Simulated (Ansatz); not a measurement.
A search over several starts for the lowest SCF solution of Ti4⁺ at the given spin, in a small basis.

```yaml
crystal:
  periodic: [false, false, false]
  atoms:
    - {symbol: Ti, position_ang: [1.002199, -1.090533, 0.334351]}
    - {symbol: Ti, position_ang: [-0.820022, -0.419065, -1.207227]}
    - {symbol: Ti, position_ang: [-0.921905, 0.221117, 1.186028]}
    - {symbol: Ti, position_ang: [0.739728, 1.288481, -0.313152]}
basis:
  gaussian: {orbitals: def2-SVP, initial_orbitals: start.molden}
total_charge: 1
magnetization: {spin_polarized: true, initial_magnetization: 5}
hamiltonian: {xc: pbe, dispersion: d4}
output: {orbitals: {seedname: orbitals}}
```

The file start.molden holds the orbitals of an earlier run on this structure, at another level or in another basis.

```sh
$ ansatz run in.yaml --threads 4 --pin off --events-out ev --progress --plain --max-ram 4787MiB
```

It prints (some lines left out):

```
Functional definition: PBE
1520 factors; their error is unknown
mean field evaluation 1: about -92414.5295 eV, gradient 3.7e-2 eV
mean field evaluation 2: about -92414.4996 eV, gradient 2.0e-4 eV
mean field evaluation 4: about -92414.4996 eV, gradient 2.1e-5 eV
mean field evaluation 8: about -92413.9874 eV, gradient 1.0e1 eV
mean field evaluation 16: about -92414.4996 eV, gradient 1.0e-1 eV
mean field evaluation 32: about -92413.2362 eV, gradient 4.9e0 eV
mean field evaluation 64: about -92413.2609 eV, gradient 4.2e0 eV
mean field evaluation 96: about -92413.3105 eV, gradient 3.8e0 eV
mean field evaluation 128: about -92414.3784 eV, gradient 1.2e0 eV
mean field evaluation 160: about -92413.7515 eV, gradient 1.5e0 eV
mean field -92414.49962654 eV, -3396.1702204778 hartree, gradient 1.1e-5 eV, S^2 8.759806; 11 other end points of the search recorded, 0 dependent functions left out
reference -92414.49968134 eV, -3396.1702224914 hartree; 46, 41 occupied and 78, 83 virtual orbitals, 1520 factors
Total energy: -92414.66085623 eV, -3396.1761455594 hartree
```

Run time 44 s (4 threads of Arm Neoverse V2 on a shared host).

Other converged states that the search met: 1.00 eV higher (⟨S²⟩ = 9.10).

The structure comes from a short search, and lower isomers may exist.
